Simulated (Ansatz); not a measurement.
**Cost against result**

Saddle point of GaN$_{2}$H$_{9}$, closed shell (GaNH₆ ([NH3][GaH3]) + NH₃ → GaN₂H₇ ([NH2][GaH2][NH3]) + H₂; bonds formed: Ga1–N8, H2–H7, H5–N8; dative contacts that become bonds: Ga1–N6; bonds broken: Ga1–H2, H5–N6, H7–N8), PBE0-D4/def2-TZVP structure:

```tsv
atom	x (Å)	y (Å)	z (Å)
Ga1	-1.0835	0.5107	-1.0602
H2	0.6883	0.5734	-1.3022
H3	-1.4996	-0.5011	-2.1930
H4	-1.4359	2.0452	-1.0769
H5	0.6502	-0.4722	1.0003
N6	-1.1375	-0.2687	0.7076
H7	1.1553	0.1987	-0.5224
N8	1.6253	-0.3438	0.6271
H9	-1.5882	0.3411	1.3796
H10	-1.6543	-1.1401	0.7233
H11	2.1724	0.2826	1.2024
H12	2.1075	-1.2258	0.5142
```

Barriers are electronic and count from the start structure reached by relaxing down the imaginary mode.

Program: Ansatz 0.2.0. Basis: as named in each row. Cores are frozen in the correlated methods. Filled d shells of the heavier atoms are correlated. The def2 sets are not built for correlating such inner shells, so the correlated values are less sure here. B3LYP uses VWN-RPA correlation. Extrapolation: Hartree–Fock as exp(−7.88 √X), correlation as X^−2.97.

Times are rough, for one single point on 4 threads of a shared host (Arm Neoverse V2).

The estimate by CCSD(T) at an estimated basis limit (MP2 extrapolated from triple and quadruple zeta, plus CCSD(T) − MP2 in triple zeta) is 134.3 kJ/mol.

| method | basis | time (s) | barrier (kJ/mol) | method less estimate |
| --- | --- | --- | --- | --- |
| HF | STO-3G | under 1 | 215.0 | 80.8 |
| SPW92 | def2-SVP | under 1 | 79.5 | -54.8 |
| PBE-D4 | STO-3G | under 1 | 86.4 | -47.9 |
| B3LYP-D4 | 6-31G | under 1 | 102.1 | -32.2 |
| PBE-D4 | def2-SVP | under 1 | 99.3 | -35.0 |
| PBE0-D4 | def2-SVP | under 1 | 117.0 | -17.3 |
| SPW92 | def2-TZVPP | under 1 | 83.9 | -50.4 |
| PBE-D4 | def2-TZVPP | 2 | 103.3 | -31.0 |
| BLYP-D4 | def2-TZVPP | 2 | 109.8 | -24.5 |
| BHLYP-D4 | def2-TZVPP | 2 | 141.6 | 7.3 |
| B3LYP-D4 | def2-TZVPP | 2 | 122.5 | -11.8 |
| CAM-B3LYP-D4 | def2-TZVPP | 2 | 129.1 | -5.1 |
| PBE0-D4 | def2-TZVPP | 2 | 119.2 | -15.1 |
| r2SCAN-D4 | def2-TZVPP | 3 | 113.1 | -21.2 |
| wB97M-V | def2-SVP | 3 | 130.9 | -3.4 |
| r2SCAN0-D4 | def2-TZVPP | 4 | 125.1 | -9.2 |
| B2PLYP | def2-TZVPP | 4 | 129.3 | -5.0 |
| PBE-QIDH | def2-TZVPP | 4 | 130.7 | -3.6 |
| RPA on PBE | def2-TZVPP | 4 | 136.9 | 2.6 |
| CCSD(T) | def2-SVP | 4 | 144.4 | 10.1 |
| wB97X-V | def2-TZVPP | 6 | 134.5 | 0.2 |
| wB97M-V | def2-TZVPP | 6 | 135.2 | 1.0 |
| B97M-V | def2-TZVPP | 7 | 131.6 | -2.7 |
| MP2 | def2-QZVPP | 18 | 128.4 | -5.8 |
| CCSD(T) | def2-TZVPP | 110 | 136.9 | 2.6 |

All methods are single points on the PBE0-D4 structures.

The T1 diagnostic stays at or below 0.012.

The step is the kind of exchange with an N–H group that builds nitride films in atomic layer and chemical vapour deposition.

Labels in which every atom is bracketed show which atoms are joined, not bond orders.
